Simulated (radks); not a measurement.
Question: These are the eigenvalues of the occupied orbitals of an atom or ion with whole-number occupations (eV). All-electron calculation, scalar-relativistic Kohn-Sham, exchange-only LDA, spin-polarised, spherical densities, point nucleus. Program: a radial shooting solver on a logarithmic mesh with Libxc functionals.

1s up: -95494.37
1s down: -95474.71
2s up: -22618.33
2s down: -22590.79
2p up: -20453.99
2p down: -20422.28

Which element is it, and in what charge state? The configuration may be excited. Open shells, if any, are filled with parallel spins first.

Answer: Z = 82, lead, charge +73: Pb73+ in [He] 2s2 2p5. The list shows which subshells hold electrons but not how many an open one holds; the 1s level, -3509.4 hartree, gives Z - s = 83.8 by -(Z - s)^2/2, which with screening and relativity narrows Z to a few neighbours, and the depths of the outer levels then fix element, charge and occupations together.
